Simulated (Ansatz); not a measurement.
C3H7FSi can be A, `C[C@@H]1C[Si@@H]1F`, or B, `C=C([SiH3])CF`.

Calculated with Ansatz (gas phase, PBE0-D4/def2-TZVP geometries, no zero-point term in ΔE). CBS: MP2 limit from def2 TZ/QZ plus the TZ coupled-cluster correction, frozen cores. Functionals use def2-TZVPP. B3LYP here is the variant with VWN-RPA as its local correlation; programs differ in this. One conformer a species, not always the lowest.

Question: Which isomer does CCSD(T)/CBS put lower? Give the gap. (An estimate is asked.)

Answer: Computed: A, by 165.3 kJ/mol.

Question: Give E(B) − E(A) in kJ/mol with MP2/def2-TZVPP, CCSD/def2-TZVPP, B3LYP-D4, B2PLYP, PBE-D4, CCSD(T)/def2-TZVPP, B3LYP. (An estimate is asked.)

Answer: The calculation gave: MP2/def2-TZVPP 178.7, CCSD/def2-TZVPP 159.6, B3LYP-D4 150.3, B2PLYP 159.1, PBE-D4 162.3, CCSD(T)/def2-TZVPP 159.0, B3LYP 150.7. None reverses the order clearly.

Largest T1 diagnostic: 0.012.

From PBE to PBE0 (25 % exact exchange), in def2-TZVPP and without D4, E(B) − E(A) moves by +7.2 kJ/mol. In def2-TZVPP, CCSD(T) changes the Hartree–Fock value by +23.9 kJ/mol (the triples alone add −0.6 kJ/mol) and MP2 by +43.6 kJ/mol.
